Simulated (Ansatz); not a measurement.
WN₄H₆⁻, that is W(NH)2(NH2)2 with one electron more. The state is a doublet with charge -1. Geometry PBE-D4/def2-SVP, that of the neutral singlet; atoms count from 1.

```xyz
11

W     0.148    0.115   -0.102
N    -0.304    1.349   -1.299
H    -0.157    2.086   -1.994
N     1.881   -0.126    0.211
H     2.887    0.030    0.111
N    -0.551   -1.604   -0.771
H    -0.129   -2.516   -0.576
H    -1.341   -1.697   -1.415
N    -0.666    0.661    1.610
H    -1.491    1.260    1.693
H    -0.278    0.442    2.531
```

In the def2 sets W takes a core potential; there is no spin–orbit coupling. The highest occupied level of the charge -1 doublet lies above zero (up to 2.19 eV). By energy differences it is unbound by 1.02 eV (vertical, to the charge 0 singlet, at PBE0-D4/def2-TZVPD) and held by the finite basis.

Question: Estimate the Mulliken populations from the PBE0/def2-TZVPD orbitals of Ansatz.

Answer: 
```tsv
atom	charge (e)	spin (α − β)	d electrons
W1	-0.73	1.62	3.57
N2	-0.29	-0.10	–
H3	0.09	-0.02	–
N4	-0.29	-0.10	–
H5	0.09	-0.02	–
N6	-0.26	-0.16	–
H7	0.16	-0.01	–
H8	0.16	-0.02	–
N9	-0.26	-0.16	–
H10	0.16	-0.01	–
H11	0.16	-0.02	–
```
Mulliken values and Mayer orders depend strongly on the basis. With diffuse functions, as here, like atoms can get unlike values, and bond orders can come out too low or too high.

Question: Where does the spin sit?

Answer: Summed by element: W 1.62, N -0.52, H -0.11, of 1 unpaired in all. Largest on single atoms: W1 1.62, N9 -0.16, N6 -0.16.

Question: And the Mayer bond orders between bonded heavy atoms (over 0.3)?

Answer: W1–N2 1.86 (1.78 Å); W1–N4 1.86 (1.78 Å); W1–N6 0.46 (1.97 Å); W1–N9 0.46 (1.97 Å).
